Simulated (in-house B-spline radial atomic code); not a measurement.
Configurations of the strontium ion Sr⁸⁺, with energies counted from [Ar] 3d10 4s2. Level of theory: Dirac-Hartree-Fock, average of configuration, Fermi nucleus of rms radius 4.224 fm; calculated with an all-electron radial atomic-structure program (B-spline basis). Energies include first-order Breit, QED and recoil terms.

Occupations are held fixed; configurations that lie above the ionisation limit could autoionise.

```tsv
configuration	E - E(ref) (eV)	highest orbital	its <r> (bohr)
[Ar] 3d10 4s1 (6f5/2)1	124.19	6f5/2	5.07
[Ar] 3d10 4s1 (7d5/2)1	128.66	7d5/2	6.406
[Ar] 3d10 4s1 (8p3/2)1	133.08	8p3/2	7.922
[Ar] 3d10 4s1 (7g9/2)1	133.45	7g9/2	7.019
[Ar] (3d3/2)3 (3d5/2)6 4s2 (8f5/2)1	257.57	8f5/2	9.56
[Ne] 3s2 (3p1/2)2 (3p3/2)3 3d10 4s2 (7f7/2)1	388.86	7f7/2	7.107
[Ne] 3s2 (3p1/2)1 (3p3/2)4 3d10 4s2 (6g9/2)1	392.37	6g9/2	4.842
```

Order these further configurations by energy, lowest first.
A. [Ar] 3d10 4s1 (8d3/2)1
B. [Ne] 3s2 (3p1/2)2 (3p3/2)3 3d10 4s2 (8f7/2)1
C. [Ar] 3d10 4s1 (5f7/2)1
D. [Ar] (3d3/2)4 (3d5/2)5 4s2 (4p1/2)1
E. [Ar] (3d3/2)3 (3d5/2)6 4s2 8s1

C (110 eV), D (130.8 eV), A (135.6 eV), E (250.75 eV), B (394.47 eV).

How far above the reference does [Ar] 3d10 4s1 (4f7/2)1 lie?

84.094 eV; its least bound orbital is 4f7/2 with <r> = 1.835 bohr.

How far above the reference does [Ne] 3s2 (3p1/2)1 (3p3/2)4 3d10 4s2 (5d5/2)1 lie?

363.3 eV; its least bound orbital is 5d5/2 with <r> = 2.778 bohr.
